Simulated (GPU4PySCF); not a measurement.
Pt(Cl)2(bpy) (C10H8Cl2N2Pt), SMILES [Cl][Pt]1([Cl])<-[n]2ccccc2-c2cccc[n]->12, multiplicity 1. Geometry: PBE-D3(BJ)/def2-TZVP. The spin state was assumed, not searched. The isomer is the one that the SMILES or the coordinates give; other isomers of the formula were not compared. The def2 effective core potentials stand for the cores of Pt; spin–orbit coupling is left out. The values are those of a single conformer.

Computed equilibrium geometry at PBE-D3(BJ)/def2-TZVP (GPU4PySCF confirms it by a frequency run) as Cartesian coordinates in Å, and its point group (one conformer of several):
point group C2v.
```xyz
23

Pt     0.0000     0.0000     0.8512
Cl     0.0000    -1.6172     2.4738
Cl     0.0000     1.6172     2.4738
C      0.0000    -2.9116    -2.9638
C      0.0000    -3.4751    -1.6855
C      0.0000    -2.6456    -0.5731
N      0.0000    -1.2994    -0.6874
C      0.0000    -0.7299    -1.9343
C      0.0000    -1.5264    -3.0823
C      0.0000     0.7299    -1.9343
C      0.0000     1.5264    -3.0823
C      0.0000     2.9116    -2.9638
C      0.0000     3.4751    -1.6855
C      0.0000     2.6456    -0.5731
N      0.0000     1.2994    -0.6874
H      0.0000    -3.5412    -3.8537
H      0.0000    -4.5551    -1.5412
H      0.0000    -3.0134     0.4549
H      0.0000    -1.0574    -4.0651
H      0.0000     1.0574    -4.0651
H      0.0000     3.5412    -3.8537
H      0.0000     4.5551    -1.5412
H      0.0000     3.0134     0.4549
```
Charge 0, spin multiplicity 1.
